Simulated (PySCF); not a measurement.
Species: C₂H₆N₂Si.
SMILES: `C#C[SiH](N)N`

The closed-shell SCF was solved with PySCF and density fitting under several settings on one GFN2-xTB geometry (grid level 2 and gas phase unless stated).

| settings | basis functions | SCF cycles | E (Eh) | HOMO (eV) | LUMO (eV) | dipole (D) |
| --- | --- | --- | --- | --- | --- | --- |
| PBE0/pcSseg-1 | 122 | 14 | -478.4372 | -7.30 | 0.29 | 1.88 |
| PBE0/def2-SVPD | 152 | 14 | -478.2535 | -7.41 | 0.05 | 1.66 |
| KT2/Sadlej pVTZ, IEF-PCM water | 182 | 15 | -484.5828 | -6.10 | -1.02 | 2.09 |

Task: Estimate the rows for these settings: (1) HF/pcSseg-1; (2) BLYP/6-31G, level shift 0.1 Eh, fitting basis def2-universal-jkfit.

Result: 
| settings | basis functions | SCF cycles | E (Eh) | HOMO (eV) | LUMO (eV) | dipole (D) |
| --- | --- | --- | --- | --- | --- | --- |
| HF/pcSseg-1 | 122 | 12 | -477.0262 | -10.62 | 3.86 | 1.90 |
| BLYP/6-31G, level shift 0.1 Eh, fitting basis def2-universal-jkfit | 61 | 11 | -478.6140 | -5.26 | -0.03 | 2.08 |

Task: Over all rows, what range does the HOMO–LUMO gap span?

Result: From 5.08 eV (KT2/Sadlej pVTZ, IEF-PCM water) to 14.48 eV (HF/pcSseg-1). The functional of the narrowest has no exact exchange, that of the widest 100 % exact exchange.

Task: And the dipole moment?

Result: From 1.66 D (PBE0/def2-SVPD) to 2.09 D (KT2/Sadlej pVTZ, IEF-PCM water); the largest is 1.26 times the smallest, and the median is 1.90 D.

Task: Compare two rows with the functional PBE0: PBE0/pcSseg-1 and PBE0/def2-SVPD. Which energy is lower, and by how much?

Result: PBE0/pcSseg-1 (122 functions) lies 0.1837 Eh or 115 kcal/mol below PBE0/def2-SVPD (152 functions). The smaller set gives the lower energy; the two sets aren't nested, so the variational bound doesn't order them by size.

Cycle counts include a coarse-grid stage where the run had one. KT2 was designed for NMR shieldings or shifts; total energies of different functionals aren't comparable. The structure is a single GFN2-xTB conformer; no vibrational corrections.

The values belong to the conformer `[CH:1]#[C:2][SiH:3]([NH2:4])[NH2:5]`: H–N4–Si3–C2 68°, H–N4–Si3–C2 -69°, H–N5–Si3–C2 -32°, H–N5–Si3–C2 -174°.
